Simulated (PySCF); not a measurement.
Isomers of C6H4BClF2, mass 160.006 u with the commonest isotopes. The calculation used PBE0-D3(BJ)/def2-SVP geometry optimisation, gas phase in PySCF. One conformer each, none proved a minimum here; rigid rotors.

Problem. Order these by dipole moment, smallest first.
A. `FB(F)c1ccccc1Cl`
B. `c1c(cc(cc1)Cl)B(F)F`
C. `FB(F)c1ccc(Cl)cc1`

Solution. C (0.86 D), B (1.91 D), A (2.96 D).

Problem. Order these by rotational constant A, largest first.
A. `FB(F)c1ccc(Cl)cc1`
B. `FB(F)c1cccc(Cl)c1`
C. `FB(F)c1ccccc1Cl`

Solution. A (3679 MHz), B (2150 MHz), C (1439 MHz).

Problem. Order these by rotational constant C, largest first.
A. `FB(F)c1ccc(Cl)cc1`
B. `FB(F)c1ccccc1Cl`
C. `FB(F)c1cccc(Cl)c1`

Solution. B (619.5 MHz), C (496.5 MHz), A (447.5 MHz).

```tsv
SMILES	point group	Ia (u·Å²)	Ib (u·Å²)	Ic (u·Å²)	κ	μa (D)	μb (D)	μc (D)
FB(F)c1cccc(Cl)c1	Cs	235.11	782.88	1017.98	-0.82	0.72	1.77	0.00
FB(F)c1ccc(Cl)cc1	C2v	137.38	992.05	1129.43	-0.96	0.86	0.00	0.01
FB(F)c1ccccc1Cl	near Cs	351.11	464.81	815.75	0.14	2.76	1.07	0.01
```
